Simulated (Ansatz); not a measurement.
Ansatz (a first-principles code) input (B3LYP-D3(BJ)/def2-TZVP):

Ansatz 0.2 input:
```yaml
crystal:
  periodic: [false, false, false]
  atoms:
    - {symbol: Si, position_ang: [0.16749521, -1.05486779, 0.12157579]}
    - {symbol: F, position_ang: [0.03833699, -2.15707522, -1.01775766]}
    - {symbol: F, position_ang: [0.59223135, -1.79613150, 1.46315526]}
    - {symbol: O, position_ang: [1.32347419, -0.11582161, -0.46090732]}
    - {symbol: C, position_ang: [2.07911810, 0.91213918, 0.12933158]}
    - {symbol: O, position_ang: [-1.24168026, -0.41840554, 0.53063466]}
    - {symbol: C, position_ang: [-2.25640699, 0.17242902, -0.24305354]}
    - {symbol: H, position_ang: [1.43364165, 1.72393915, 0.47015346]}
    - {symbol: H, position_ang: [2.76699771, 1.28573363, -0.62908010]}
    - {symbol: H, position_ang: [2.64465060, 0.52879124, 0.97977364]}
    - {symbol: H, position_ang: [-2.63583038, -0.53720282, -0.97954761]}
    - {symbol: H, position_ang: [-3.05844269, 0.45779454, 0.43748398]}
    - {symbol: H, position_ang: [-1.88425215, 1.05758983, -0.76242722]}
basis:
  gaussian:
    orbitals: def2-TZVP
hamiltonian:
  xc: b3lyp
  dispersion: d3bj
relax: {f_tol: 0.002, max_steps: 150}
```

End of the output:

```
these checks for a lower state are left out or cut short: starts, cluster_reference, orbital_swaps, neighbouring_geometries, increment
integrals: 0.22 GiB planned
1499 factors; their error is unknown
mean field: 1.82 GiB planned
mean field -19589.37942975 eV, -719.8964158849 hartree, gradient 1.6e-5 eV, S^2 0.000000; 0 other end points of the search recorded, 0 dependent functions left out
the calculation of the forces begins
reference -19589.37972045 eV, -719.8964265679 hartree; 33, 33 occupied and 226, 226 virtual orbitals, 1499 factors
relax step  15: F+E_penalty+E_count = -19589.81769418 eV  Δ(F+E_penalty+E_count) = -4.361e-6 eV  max|allowed force component| = 1.075e-3 eV/Å  Δτ_max = 0.0029 Å  (33 SCF iters, accepted)
integrals: 0.22 GiB planned
1499 factors; their error is unknown
mean field: 1.82 GiB planned
mean field evaluation 128: about -19589.3438 eV, gradient 4.6e-1 eV
mean field -19589.37942975 eV, -719.8964158849 hartree, gradient 1.6e-5 eV, S^2 0.000000; 1 other end points of the search recorded, 0 dependent functions left out
the calculation of the forces begins
reference -19589.37972045 eV, -719.8964265679 hartree; 33, 33 occupied and 226, 226 virtual orbitals, 1499 factors
Total energy: -19589.81798488 eV, -719.9125324888 hartree
Atom 0 at     0.190528    -1.191636     0.134813 Å, force     0.000070    -0.000559     0.000050 eV/Å
Atom 1 at    -0.089871    -2.303101    -0.956539 Å, force     0.000055     0.000239     0.000023 eV/Å
Atom 2 at     0.764835    -1.902599     1.426995 Å, force    -0.000120     0.000187    -0.000055 eV/Å
Atom 3 at     1.278443    -0.195443    -0.519089 Å, force     0.000833    -0.000098    -0.001036 eV/Å
Atom 4 at     1.872118     0.923136     0.133928 Å, force    -0.000975     0.000566     0.000684 eV/Å
Atom 5 at    -1.174769    -0.467852     0.599185 Å, force    -0.000754    -0.000133     0.001075 eV/Å
Atom 6 at    -2.063835     0.245539    -0.255643 Å, force     0.000826     0.000629    -0.000849 eV/Å
Atom 7 at     1.111743     1.577062     0.568123 Å, force    -0.000202     0.000204     0.000106 eV/Å
Atom 8 at     2.436596     1.480333    -0.611692 Å, force     0.000304    -0.000136    -0.000311 eV/Å
Atom 9 at     2.550767     0.592393     0.922568 Å, force     0.000344    -0.000487    -0.000041 eV/Å
Atom 10 at    -2.579006    -0.439135    -0.932194 Å, force    -0.000213    -0.000617     0.000112 eV/Å
Atom 11 at    -2.798436     0.744969     0.373623 Å, force    -0.000360    -0.000097     0.000421 eV/Å
Atom 12 at    -1.529781     0.995245    -0.844742 Å, force     0.000192     0.000302    -0.000181 eV/Å
Dipole moment:    -0.101609     0.630121    -0.069426 e Å
```
